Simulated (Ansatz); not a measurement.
Gas-phase electronic energies from Ansatz, PBE0-D4/def2-TZVP geometries. CCSD(T)/CBS adds triple-zeta CCSD(T) − MP2 to the extrapolated MP2 energy (def2 sets, frozen cores). DFT in def2-TZVPP.

Consider the isomerisation: `[AlH2][N]1C[SiH2]1` → `[SiH3][N]1[CH2][AlH]1`.

```csv
level,ΔE (kcal/mol)
B2PLYP,7.5
RPA@PBE/def2-TZVPP,7.5
HF/def2-TZVPP,8.7
MP2/def2-TZVPP,7.5
```

(1) What does CCSD(T)/CBS give? (Estimate.)

(2) What do rigid-rotor, harmonic-oscillator terms from PBE0-D4/def2-TZVP frequencies (298.15 K, 1 bar) make of the CCSD(T)/CBS value? (Best estimate.)

Largest T1 diagnostic among the species: 0.014.

Results:

(1) The calculation gave: +7.4 kcal/mol. The listed levels differ from it by 0.1, 0.1, 1.3, 0.1 kcal/mol.

(2) The calculation gave: ΔZPE = +0.5 kcal/mol, ΔH = +8.0 kcal/mol, ΔS = 1 J/(mol·K), ΔG = +7.9 kcal/mol.

In def2-TZVPP, CCSD(T) changes the Hartree–Fock value by −1.1 kcal/mol (the triples alone add −0.2 kcal/mol) and MP2 by −1.1 kcal/mol. Leaving LDA and LC-ωPBE aside and taking each functional with its dispersion term where it has one, the values, not all of them listed here, spread over 3.1 kcal/mol, from BLYP-D4 to B97M-V.
